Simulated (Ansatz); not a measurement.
Stepwise reaction of `[OH][Mo]([OH])(=[S])=[S]` with hydrogen chloride, as a gas-phase model of exchange steps in deposition or etching. ΔE in kJ/mol; ΔG adds harmonic PBE0-D4 terms to CCSD(T)/CBS, at 1 bar.

Isolated molecules relaxed with PBE0-D4/def2-TZVP in Ansatz; ΔE leaves out vibrations. CCSD(T)/CBS adds triple-zeta CCSD(T) − MP2 to the extrapolated MP2 energy (def2 sets, frozen cores). This one scheme is used for every species. DFT in def2-TZVPP. B3LYP here is the variant with VWN-RPA as its local correlation; programs differ in this. def2 core potentials past Kr. For Mo outer-core shells are correlated without core-valence functions, which leaves a few kJ/mol of doubt a bond. One conformer a species, not always the lowest.

```
step                                                             reaction  PBE-D4  B3LYP-D4  ωB97M-V  CCSD(T)/CBS  ΔG(400 K)
   2  `[OH][Mo](=[S])(=[S])[Cl]` + HCl → `[S]=[Mo](=[S])([Cl])[Cl]` + H₂O   -30.8     -31.7    -28.2        -40.6      -33.4
```

(1) Give the row of step 1, `[OH][Mo]([OH])(=[S])=[S]` + HCl → `[OH][Mo](=[S])(=[S])[Cl]` + H₂O. (Best estimate.)

(2) By hand: ΔE of the 2 steps together at CCSD(T)/CBS.

Results:

(1) Computed: 
```csv
step,reaction,PBE-D4,B3LYP-D4,ωB97M-V,CCSD(T)/CBS,ΔG(400 K)
1,`[OH][Mo]([OH])(=[S])=[S]` + HCl → `[OH][Mo](=[S])(=[S])[Cl]` + H₂O,-34.0,-34.6,-31.9,-44.0,-40.7
```

(2) (-44.0) + (-40.6) = -84.6 kJ/mol, or -42.3 kJ/mol a step.

In ΔE the steps differ by no more than 3.4 kJ/mol. All are downhill at CCSD(T)/CBS. ΔG lies between -40.7 and -33.4 kJ/mol a step. PBE-D4 differs from CCSD(T)/CBS by 9.8 to 10.0 kJ/mol a step. Isolated molecules leave out the surface, adducts and barriers. Largest T1 diagnostic: 0.025.
